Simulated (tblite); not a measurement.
Compound: C8H8N (doublet state).
Z-matrix (Å and degrees, GFN2-xTB geometry), rows numbered from 1:
```
C 
N   1  1.4238
C   2  1.2604  1  120.77
C   3  1.4534  2  122.17  1  -179.96
C   4  1.4065  3  120.14  2     0.09
C   5  1.3569  4  117.71  3  -179.84
C   6  1.3666  5  125.16  4     0.08
C   7  1.3943  6  117.15  5    -0.20
C   8  1.3820  7  119.99  6     0.18
H   1  1.0912  2  108.25  3  -122.37
H   1  1.0996  2  113.77  3    -0.46
H   1  1.0913  2  108.20  3   121.37
H   3  1.1030  2  122.42  1     0.12
H   5  1.0783  4  118.35  3     0.11
H   7  1.0795  6  122.28  5   179.69
H   8  1.0808  7  119.63  6  -179.95
H   9  1.0814  4  119.28  3    -0.01
```

Calculated harmonic vibrations of the isolated species, GFN2-xTB (tblite), most abundant isotopes, no scaling. Against measured fundamentals such values can be off by several per cent, at times by over 20. One conformer, not necessarily the lowest. Open shells enter through the occupations alone, without spin polarisation, and single modes of such species can be off by tens of per cent.

Harmonic wavenumbers (cm⁻¹): 75.2, 125.7, 138.8, 198.1, 255.1, 350.5, 364.8, 405.7, 470.6, 575.9, 598.3, 621.1, 749.3, 837.4, 857.2, 871.7, 902.9, 912.4, 967.3, 1044.1, 1075.1, 1079.1, 1104.8, 1145.1, 1165.5, 1197.4, 1233.6, 1281.5, 1345.2, 1391.2, 1408.1, 1444.8, 1457.3, 1471.9, 1506.0, 1602.1, 1714.0, 2792.7, 2874.6, 2978.1, 2995.9, 3059.2, 3069.8, 3080.3, 3096.3.

A = 5527, B = 928.4, C = 798.8 MHz; mass 118.066 u (most abundant isotopes); point group Cs, symmetry number 1; spin multiplicity 2.

Q: What is the zero-point energy?

A: ½Σν̃ = 28946 cm⁻¹ = 346.27 kJ/mol.

Q: Entropy at 298.15 K, 1 bar (ideal gas, RRHO, classical rotation)?

A: Translation 168.36, rotation 120.30, vibration 86.74, spin (R ln 2) 5.76: S = 381.2 J/(mol K).

Q: And Cp and H(298.15 K) − H(0)?

A: Cp = 138.76 J/(mol K), of which vibrations give 105.50 (their classical limit is 45 R = 374.2); H(298.15 K) − H(0) = 24.60 kJ/mol without the zero-point energy, 14.69 from vibrations.

Q: Which modes carry the vibrational entropy at 298.15 K?

A: 75.2 cm⁻¹: 16.79; 125.7 cm⁻¹: 12.60; 138.8 cm⁻¹: 11.80; 198.1 cm⁻¹: 9.00; 255.1 cm⁻¹: 7.09; 350.5 cm⁻¹: 4.87 J/(mol K); the other 39 give 24.60 together.

Q: How do the functions run with temperature in this model?

A: 
| T (K) | S (J/(mol K)) | Cp (J/(mol K)) | H − H(0) (kJ/mol) | G − H(0) (kJ/mol) | ln q(vib) |
| --- | --- | --- | --- | --- | --- |
| 100 | 278.3 | 64.9 | 4.64 | -23.18 | 0.84 |
| 200 | 334.0 | 100.4 | 12.89 | -53.91 | 2.61 |
| 300 | 382.0 | 139.5 | 24.86 | -89.75 | 4.54 |
| 500 | 471.1 | 212.1 | 60.35 | -175.19 | 8.66 |
| 800 | 587.4 | 281.5 | 135.39 | -334.51 | 14.93 |
| 1000 | 653.5 | 310.5 | 194.74 | -458.73 | 18.92 |

q(vib) and H(0) count from the zero-point level.

Q: Blend soft modes into free rotors: weight 1/[1 + (100 cm⁻¹/ν̃)⁴] for the oscillator and the rest for a rotor with moment μB/(μ + B), μ = h/(8π²ν), B = 10⁻⁴⁴ kg m². What vibrational entropy results?

A: 83.33 J/(mol K) in place of 86.74, which changes −T·S at 298.15 K by +1.02 kJ/mol.

Q: What must be added to the electronic energy to get the Gibbs energy at 298.15 K and 1 bar?

A: ZPE + [H(298.15 K) − H(0)] − T·S = 346.27 + 24.60 − 113.64 = 257.23 kJ/mol.

Hindered rotation and anharmonicity are outside this model. Other conformers, if any are populated, would add a mixing term that is left out.
